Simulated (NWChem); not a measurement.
# Ionisation of hexafluorobutadiene (C4F6)

```
C
F 1 1.3402
C 1 1.3455 2 117.66
F 3 1.3113 1 124.96 2 180.00
F 3 1.3129 4 112.46 1 180.00
C 1 1.4566 2 116.02 3 180.00
F 6 1.3402 1 116.02 2 180.00
C 6 1.3455 7 117.66 1 180.00
F 8 1.3113 6 124.96 7 180.00
F 8 1.3129 9 112.46 6 180.00
```
Charge 0, spin multiplicity 1.

All runs are NWChem calculations. Structure: optimised with B3LYP/def2-SVP, held to C2h symmetry and with no frequency check, so it may be a saddle point. It is one conformer; others weren't searched.

Basis set: def2-SVP. The species with one electron less has spin multiplicity 2 and keeps the geometry of the parent. Δ marks differences of total energies (open shells unrestricted). −ε marks an orbital energy of the parent. That orbital need not have the symmetry of the hole or added electron in the Δ rows.

B3LYP has NWChem's definition, with VWN1-RPA local correlation. The stability of the SCF solutions was not checked.

Task: One of these methods gave a first vertical ionisation energy of 9.33 eV. Which?
(A) −ε(HOMO) of PBE
(B) ΔBHandHLYP
(C) −ε(HOMO) of BLYP
(D) G0W0@PBE0

Result: B, ΔBHandHLYP. The others give 5.46 (−ε(HOMO) of PBE), 8.62 (G0W0@PBE0), 5.30 (−ε(HOMO) of BLYP).
